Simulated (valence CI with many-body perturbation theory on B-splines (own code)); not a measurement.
Eu XXXI: one-electron terms

Method: valence CI with perturbative core correlation (CI+MBPT): five valence electrons over a frozen Dirac-Fock core [Ar] 3d10, a basis of 11 s, 11 p, 10 d, 8 f, 5 g, 2 h functions for each j, with the one-electron correlation potential Σ1, the two-electron term Σ2, the three-electron term Σ3, Breit, model QED; selected CI, second order for the rest, scaled by the run's own slope (own B-spline code, finite nucleus).

No measured spectrum was set against this ion. As an estimate, large intervals hold to a few tenths of a per cent, small ones and those within an open d or f shell to about a per cent. Among the levels kept, up to 2000 cm⁻¹ of a level comes from second order outside the variational space, and about a tenth of that is noise between levels of different J, which matters for small intervals.

These are the spectroscopic orbitals of the CI (the correlating ones are not listed), shaped by the core and the other valence electrons. h is the expectation value of the core's Dirac-Fock operator, without the valence repulsion; Σ1 is computed up to l = 3 at one energy for each symmetry, that of its lowest orbital but kept below the first core excitation, so for empty shells it is not the orbital's own correlation shift; Breit and QED include the response of the core.

| Orbital | h (hartree) | Σ1 (cm⁻¹) | Breit (cm⁻¹) | QED (cm⁻¹) | ⟨r⟩ (bohr) |
| --- | --- | --- | --- | --- | --- |
| 4s1/2 | -53.451 | -13120 | 6652 | 5002 | 0.5098 |
| 5s1/2 | -31.631 | -4588 | 2878 | 2199 | 0.8718 |
| 6s1/2 | -20.917 | -2183 | 1474 | 1144 | 1.334 |
| 7s1/2 | -14.863 | -1232 | 866 | 675 | 1.891 |
| 8s1/2 | -11.104 | -768 | 552 | 431 | 2.544 |
| 9s1/2 | -8.611 | -513 | 374 | 293 | 3.294 |
| 4p1/2 | -50.786 | -13587 | 10350 | -14.9 | 0.5109 |
| 5p1/2 | -30.345 | -4822 | 4525 | -3.1 | 0.8854 |
| 6p1/2 | -20.21 | -2346 | 2377 | -0.8 | 1.357 |
| 7p1/2 | -14.433 | -1339 | 1413 | -0.2 | 1.925 |
| 8p1/2 | -10.824 | -841 | 908 | 0.0 | 2.588 |
| 9p1/2 | -8.4184 | -565 | 619 | 0.0 | 3.349 |
| 4p3/2 | -49.196 | -12182 | 6331 | 468 | 0.5291 |
| 5p3/2 | -29.611 | -4479 | 2786 | 210 | 0.9088 |
| 6p3/2 | -19.811 | -2213 | 1568 | 112 | 1.386 |
| 7p3/2 | -14.192 | -1274 | 935 | 67.4 | 1.958 |
| 8p3/2 | -10.667 | -805 | 603 | 43.6 | 2.627 |
| 9p3/2 | -8.3107 | -542 | 412 | 29.8 | 3.393 |
| 4d3/2 | -44.944 | -13281 | 4344 | -268 | 0.5238 |
| 5d3/2 | -27.595 | -4881 | 1962 | -116 | 0.9249 |
| 6d3/2 | -18.705 | -2459 | 1069 | -62.2 | 1.419 |
| 7d3/2 | -13.519 | -1431 | 648 | -37.3 | 2.009 |
| 8d3/2 | -10.227 | -912 | 423 | -24.1 | 2.696 |
| 4d5/2 | -44.607 | -12775 | 2637 | -86.7 | 0.5288 |
| 5d5/2 | -27.435 | -4707 | 1153 | -34.4 | 0.9310 |
| 6d5/2 | -18.616 | -2373 | 628 | -17.6 | 1.426 |
| 7d5/2 | -13.464 | -1382 | 378 | -10.2 | 2.018 |
| 8d5/2 | -10.191 | -881 | 245 | -6.5 | 2.706 |
| 4f5/2 | -40.063 | -12641 | 1442 | -138 | 0.4969 |
| 5f5/2 | -25.419 | -4084 | 646 | -66.3 | 0.9226 |
| 6f5/2 | -17.526 | -2010 | 347 | -37.3 | 1.438 |
| 7f5/2 | -12.805 | -1168 | 208 | -23.0 | 2.049 |
| 4f7/2 | -39.992 | -12289 | 452 | -81.5 | 0.4987 |
| 5f7/2 | -25.377 | -3968 | 207 | -38.0 | 0.9247 |
| 6f7/2 | -17.501 | -1955 | 114 | -21.0 | 1.440 |
| 7f7/2 | -12.788 | -1137 | 69.1 | -12.8 | 2.052 |
| 5g7/2 | -24.419 |  | 37.2 | -11.2 | 0.8572 |
| 6g7/2 | -16.956 |  | 32.5 | -7.9 | 1.383 |
| 7g7/2 | -12.45 |  | 23.8 | -5.5 | 2.005 |
| 5g9/2 | -24.404 |  | -15.0 | 0.3 | 0.8580 |
| 6g9/2 | -16.947 |  | -12.5 | -1.2 | 1.384 |
| 7g9/2 | -12.444 |  | -9.4 | -1.3 | 2.006 |
| 6h9/2 | -16.826 |  |  |  | 1.250 |
| 6h11/2 | -16.821 |  |  |  | 1.251 |

Among the shells of the start configuration 4s2 4p3, Σ1 is largest in size for 4p1/2, where it is 0.12 % of h.

Lowest root of each symmetry, sizes in configuration state functions:

| J | Parity | Roots | Reference | Variational | Second order | Change by selected CI (cm⁻¹) | Change by second order (cm⁻¹) |
| --- | --- | --- | --- | --- | --- | --- | --- |
| 1/2 | even | 10 | 64 | 31999 | 1015618 | -11605 | -164 |
| 3/2 | even | 14 | 107 | 31997 | 2058950 | -10696 | -385 |
| 5/2 | even | 12 | 118 | 32000 | 2481714 | -8660 | -519 |
| 7/2 | even | 7 | 96 | 31980 | 2649559 | -11612 | -655 |
| 9/2 | even | 3 | 67 | 31995 | 2142131 | -12177 | -343 |
| 1/2 | odd | 22 | 98 | 31997 | 1279007 | -9257 | -319 |
| 3/2 | odd | 35 | 166 | 31998 | 2459646 | -7707 | -603 |
| 5/2 | odd | 35 | 185 | 32000 | 3302101 | -7208 | -904 |
| 7/2 | odd | 29 | 168 | 31979 | 3775647 | -12264 | -1175 |
| 9/2 | odd | 15 | 122 | 31998 | 3338523 | -13422 | -782 |
| 11/2 | odd | 5 | 74 | 31994 | 2478729 | -14260 | -576 |
